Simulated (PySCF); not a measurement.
ZnH, SMILES [ZnH+] (connectivity only; charge and spin as stated), charge +1, multiplicity 1.

Geometry optimised at PBE0-D3(BJ)/def2-TZVPD. The multiplicity is an assumed one; other spin states were not compared.

All values below come from TDA-LC-ωPBE/def2-TZVPD run with PySCF 2.14.0.

Vertical excitations; the highest root listed may be one member of a degenerate set. The molecule is in vacuum. State labels are in the subgroup C2v.

Estimate the UV-visible absorptions. (An estimate is asked for; the answer gives what the named calculation found.)


```csv
state,symmetry,energy (eV),λ (nm),f,main pairs
S1,A1,6.49,191,0.312,HOMO→LUMO 89 %
S2,B1,8.83,140,0.250,"HOMO→LUMO+1, HOMO−2→LUMO (degenerate set)"
S3,B2,8.83,140,0.250,"HOMO→LUMO+2, HOMO−1→LUMO (degenerate set)"
S4,A1,9.15,136,0.000,HOMO−3→LUMO (degenerate set)
S5,A2,9.15,136,0.000,HOMO−4→LUMO (degenerate set)
S6,B1,9.35,133,0.216,"HOMO−2→LUMO, HOMO→LUMO+1 (degenerate set)"
S7,B2,9.35,133,0.216,"HOMO−1→LUMO, HOMO→LUMO+2 (degenerate set)"
S8,A1,10.26,121,0.242,HOMO−5→LUMO 85 %
S9,B2,12.70,98,0.000,"HOMO−4→LUMO+1, HOMO−3→LUMO+2 (degenerate set)"
S10,B1,12.70,98,0.000,"HOMO−4→LUMO+2, HOMO−3→LUMO+1 (degenerate set)"
T1,A1,3.68,337,0,HOMO→LUMO 96 %
T2,B1,7.20,172,0,HOMO→LUMO+1 (degenerate set)
T3,B2,7.20,172,0,HOMO→LUMO+2 (degenerate set)
T4,B1,8.79,141,0,HOMO−2→LUMO 97 %
```
Triplets are in the Tamm–Dancoff approximation.
